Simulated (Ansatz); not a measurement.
Input and output for `FC(F)=CC(F)(F)F`.

```yaml
crystal:
  periodic: [false, false, false]
  atoms:
    - {symbol: F, position_ang: [0.334175, -2.056543, -0.318700]}
    - {symbol: C, position_ang: [0.600981, -1.120051, 0.543625]}
    - {symbol: F, position_ang: [1.296181, -1.607262, 1.538394]}
    - {symbol: C, position_ang: [0.247084, 0.150059, 0.474492]}
    - {symbol: C, position_ang: [-0.539633, 0.773612, -0.619695]}
    - {symbol: F, position_ang: [-1.675658, 1.306055, -0.143267]}
    - {symbol: F, position_ang: [-0.871741, -0.075778, -1.590608]}
    - {symbol: F, position_ang: [0.147005, 1.780556, -1.181256]}
    - {symbol: H, position_ang: [0.550106, 0.803050, 1.279915]}
basis:
  gaussian: {orbitals: def2-SVPD, nuclear_model: gaussian}
hamiltonian: {xc: {name: PBE0-DH}}
output: {forces: true}
```

```sh
$ ansatz run in.yaml --threads 4 --pin off --events-out ev --progress --plain --max-ram 11315MiB
```

It prints (some lines left out):

```
Functional definition: PBE0-DH
1790 factors; integrals over basis functions are off by at most 8.9e-4 eV
mean field evaluation 1: about -16670.5245 eV, gradient 5.1e1 eV
mean field evaluation 2: about -16670.9408 eV, gradient 5.2e1 eV
mean field evaluation 4: about -16675.4290 eV, gradient 3.4e0 eV
mean field evaluation 8: about -16675.4698 eV, gradient 1.1e-1 eV
mean field evaluation 16: about -16675.4699 eV, gradient 9.6e-5 eV
mean field -16675.46986710 eV, -612.8122145766 hartree, gradient 6.0e-6 eV, S^2 0.000000; 0 other end points of the search recorded, 0 dependent functions left out
8 core orbitals not correlated: weight in the atoms' cores, before any rotation towards them, 1.000 or more for the frozen orbitals, at most 0.000 for the correlated occupied ones
reference -16675.46989389 eV, -612.8122155612 hartree; 24, 24 occupied and 151, 151 virtual orbitals, 1790 factors
second order -45.05967643 eV of doubles, -0.00000000 eV of singles
Total energy: -16681.10235345 eV, -613.0192046320 hartree
Atom 0 at     0.334175    -2.056543    -0.318700 Å, force     0.044852     0.198637     0.161447 eV/Å
Atom 1 at     0.600981    -1.120051     0.543625 Å, force     0.150397    -0.532644     0.031478 eV/Å
Atom 2 at     1.296181    -1.607262     1.538394 Å, force    -0.138012     0.107570    -0.192177 eV/Å
Atom 3 at     0.247084     0.150059     0.474492 Å, force    -0.134464     0.150045    -0.166632 eV/Å
Atom 4 at    -0.539633     0.773612    -0.619695 Å, force    -0.177103     0.149288    -0.242132 eV/Å
Atom 5 at    -1.675658     1.306055    -0.143267 Å, force     0.273886    -0.127567    -0.119009 eV/Å
Atom 6 at    -0.871741    -0.075778    -1.590608 Å, force     0.094289     0.201279     0.258036 eV/Å
Atom 7 at     0.147005     1.780556    -1.181256 Å, force    -0.169104    -0.242931     0.132348 eV/Å
Atom 8 at     0.550106     0.803050     1.279915 Å, force     0.055260     0.096324     0.136640 eV/Å
Dipole moment:     0.185261    -0.051924     0.298104 e Å
```

It took 12 s on 4 threads of an Arm Neoverse V1 on a shared host, with 0.71 GiB of host memory at the peak.
